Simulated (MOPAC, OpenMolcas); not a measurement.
# AlNH2ClF (SMILES [NH2][Al]([F])[Cl]): methods side by side

AlNH2ClF has 6 atoms, charge 0, and is taken as a singlet. SMILES: `[NH2][Al]([F])[Cl]`. Geometry: relaxed at PBE0-D4/def2-TZVP.

Each level gives the dipole moment (D). The values are calculated.

```json
{"level": "MNDO", "kind": "semi-empirical", "program": "MOPAC", "value (D)": "2.84", "CPU time": "under 2 s"}
{"level": "HF/aug-cc-pVDZ", "kind": "Hartree–Fock", "program": "OpenMolcas", "value (D)": "2.49", "CPU time": "21 s"}
{"level": "SVWN5/aug-cc-pVDZ", "kind": "LDA", "program": "OpenMolcas", "value (D)": "2.52", "CPU time": "42 s"}
{"level": "PBE/aug-cc-pVDZ", "kind": "GGA", "program": "OpenMolcas", "value (D)": "2.45", "CPU time": "54 s"}
{"level": "M06-L/aug-cc-pVDZ", "kind": "meta-GGA", "program": "OpenMolcas", "value (D)": "2.47", "CPU time": "72 s"}
{"level": "BHLYP/aug-cc-pVDZ", "kind": "global hybrid", "program": "OpenMolcas", "value (D)": "2.48", "CPU time": "51 s"}
{"level": "PBE0/aug-cc-pVDZ", "kind": "global hybrid", "program": "OpenMolcas", "value (D)": "2.48", "CPU time": "49 s"}
```

The values span 2.45 to 2.84 D. Times are those of the runs behind each value, whatever else they computed, on shared processors of several kinds: orders of magnitude only.
